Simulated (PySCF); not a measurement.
PySCF job for Ga(NH2)3 (GaH₆N₃), SMILES [Ga]([NH2])([NH2])[NH2], HF/pcSseg-1. Geometry optimised at PBE-D3(BJ)/def2-SVP. The structure was generated by enumeration; whether it is a known compound was not checked. Other conformers were not sampled.

```python
import numpy as np
from pyscf import gto, scf, dft
from pyscf.prop.nmr import rhf as nmr

mol = gto.M(
    atom='''
    Ga    0.01157492    0.00214733    0.00000000
    N    -0.09307714    0.91481385   -1.59771903
    H     0.21162194    1.89136593   -1.62064894
    H     0.23953379    0.44171251   -2.44190199
    N     0.08120948   -1.84068827   -0.00000007
    H    -0.26326025   -2.32764954    0.83195126
    H    -0.26326025   -2.32764948   -0.83195144
    N    -0.09307714    0.91481373    1.59771909
    H     0.23953378    0.44171232    2.44190202
    H     0.21162194    1.89136581    1.62064907
    ''',
    basis='pcSseg-1',
    charge=0,
    spin=0,
    max_memory=1600,
    verbose=3,
)
mf = scf.RHF(mol)
mf.conv_tol = 1e-10
mf.max_cycle = 100
mf.kernel()
n = nmr.NMR(mf)
n.verbose = 2
n.max_cycle_cphf = 60
sigma = n.kernel()
print('atom   isotropic/ppm   span/ppm')
for i, s in enumerate(sigma):
    w = np.linalg.eigvalsh((s + s.T) / 2)
    print(f'{mol.atom_symbol(i):2s}{i + 1:3d} {w.mean():14.3f} {w[2] - w[0]:11.3f}')
```

It prints:

```
converged SCF energy = -2089.8948396712
atom   isotropic/ppm   span/ppm
Ga  1       1527.542     242.001
N   2        270.675      38.549
H   3         31.464      21.460
H   4         31.451      21.330
N   5        271.368      38.941
H   6         31.473      21.484
H   7         31.473      21.484
N   8        270.675      38.549
H   9         31.451      21.330
H  10         31.464      21.460
```

Self-consistency was reached.
